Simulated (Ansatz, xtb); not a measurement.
CH5AlOS: which of two isomers lies lower

We compare I, `C[S][AlH][OH]`, a singlet, with II, `[CH3][Al]([OH])[SH]`, a singlet. Both are isolated molecules in the gas phase, relaxed with r2SCAN-D4/def2-SVP; the shapes shown needn't be the lowest conformers.

I (Å):

```xyz
9

C    -0.7057   -2.0146    1.0078
Al    1.6105   -1.5327   -1.0210
O     0.3246   -0.7666   -1.8421
S     1.0897   -2.4145    0.8941
H    -1.2668   -2.9555    1.0901
H    -0.8711   -1.4148    1.9132
H    -1.0506   -1.4558    0.1275
H     3.0853   -1.6146   -1.5808
H     0.3610   -0.3241   -2.6936
```

II (Å):

```yaml
atoms:
  - { symbol: C, position_ang: [0.8500, -1.2174, -1.6873] }
  - { symbol: Al, position_ang: [0.8031, -2.1588, 0.0080] }
  - { symbol: O, position_ang: [-0.4671, -1.8237, 1.0912] }
  - { symbol: S, position_ang: [2.2964, -3.6599, 0.6023] }
  - { symbol: H, position_ang: [0.2787, -0.2768, -1.6262] }
  - { symbol: H, position_ang: [1.8723, -0.9757, -2.0209] }
  - { symbol: H, position_ang: [0.3886, -1.8256, -2.4848] }
  - { symbol: H, position_ang: [-0.6323, -2.2222, 1.9490] }
  - { symbol: H, position_ang: [3.0079, -3.5272, -0.5398] }
```

Quicker runs give these differences E(II) − E(I): GFN2-xTB +0.139 eV; HF/STO-3G −0.583 eV (at GFN2-xTB geometries); r2SCAN-D4/def2-SVP//GFN2-xTB −0.750 eV.

Question: Estimate which is lower in electronic energy at CCSD(T)/def2-SVP + ΔMP2/def2-TZVPP, and by roughly how much.

Answer: The CCSD(T)/def2-SVP + ΔMP2/def2-TZVPP calculation puts structure II lower, by 0.706 eV.

The same difference at several levels:

```tsv
level	geometry	E(II) − E(I) (eV)	departure from the last row (eV)	job, with rough time for the two
GFN2-xTB	GFN2-xTB	+0.139	+0.845	optimisation, 1.9 s
HF/STO-3G	GFN2-xTB	−0.583	+0.123	single point, 2.7 s
r2SCAN-D4/def2-SVP//GFN2-xTB	GFN2-xTB	−0.750	−0.044	single point, 18 s
r2SCAN-D4/def2-SVP	r2SCAN-D4/def2-SVP	−0.738	−0.032	optimisation, 7 min
HF/def2-SVP	r2SCAN-D4/def2-SVP	−0.703	+0.003	part of the CCSD(T) run
MP2/def2-SVP	r2SCAN-D4/def2-SVP	−0.715	−0.009	part of the CCSD(T) run
CCSD(T)/def2-SVP	r2SCAN-D4/def2-SVP	−0.688	+0.018	single point
CCSD(T)/def2-SVP + ΔMP2/def2-TZVPP	r2SCAN-D4/def2-SVP	−0.706		single point, 62 s
```

As drawn, II has 1 C–Al, 1 S–H in place of 1 C–S, 1 Al–H.

GFN2-xTB puts the two in the other order. The largest departure from CCSD(T)/def2-SVP + ΔMP2/def2-TZVPP is that of GFN2-xTB, 0.845 eV. The last row adds to CCSD(T) the change of the MP2 difference between the two basis sets, here −0.018 eV.

With harmonic frequencies from r2SCAN-D4/def2-SVP (ideal gas, rigid rotor, one conformer each, 298.15 K, 1 atm): on the last row, ΔE + ΔZPE = −0.738 eV. A mode under 50 cm⁻¹ makes harmonic enthalpies and free energies unreliable, so none is given.

The correlated steps freeze 12 core orbitals. Run with Ansatz 0.2.0, xtb 6.7.1; the last row on 1 thread of Intel(R) Xeon(R) Processor @ 2.50GHz (Skylake/Cascade Lake) on a shared host.
